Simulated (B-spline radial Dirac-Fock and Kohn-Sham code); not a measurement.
## Kohn-Sham estimates against Dirac-Fock for the levels of Fe

System: the free iron atom in the configuration 1s2 2s2 2p6 3s2 3p6 3d6 4s2.

The density-functional columns are spherical, spin-unpolarised Dirac-Kohn-Sham results without Breit or QED terms: −ε is minus the orbital energy of the initial state and ΔSCF the difference of two total energies, and "half-occupied" is minus the orbital energy with half an electron removed (Slater transition state). The reference in the last column comes from Dirac-Fock energy differences between relaxed states, corrected for Breit and QED terms. All numbers are from an atomic code on a B-spline grid, in eV; a selection of levels is shown. The Kohn-Sham columns are given as differences from the reference. For the 1s level of heavy atoms much of the gap between ΔSCF and the reference is the Breit and QED part, -11.3 eV here; for other levels the error of the functional can be larger.

```
level  PBE ΔSCF − DF  PBE0 −ε − DF  LDA −ε − DF  LDA ΔSCF − DF  LDA half-occupied − DF  Dirac-Fock
    K          +27.5         -80.4       -142.5          +11.3                   +11.5      7124.2
   L1          -19.7         -25.2        -44.5          -21.3                   -21.5       862.1
   L2           +0.2         -13.9        -28.5           -0.3                    -0.5       734.6
   L3           -0.6         -14.2        -28.7           -1.0                    -1.2       722.4
   M1           -8.1          -9.5        -16.5           -8.6                    -8.8       110.0
   M2           -2.0          -4.9         -9.8           -2.1                    -2.2       70.75
   M3           -2.1          -4.9         -9.8           -2.2                    -2.3       69.25
 M4,5           +2.4          -3.7         -4.1           +2.7                    +2.5       11.81
   N1           +1.9          -0.8         -1.4           +2.1                    +2.1        6.88
```

For the outermost level NIST gives 7.902468 eV (measured); the differences from it are PBE ΔSCF +0.83, PBE0 −ε -1.86, LDA −ε -2.42, LDA ΔSCF +1.07, LDA half-occupied +1.03, Dirac-Fock -1.02 eV.

Values without a named source are computed, but for edge energies of neutral atoms, which are taken from tables.
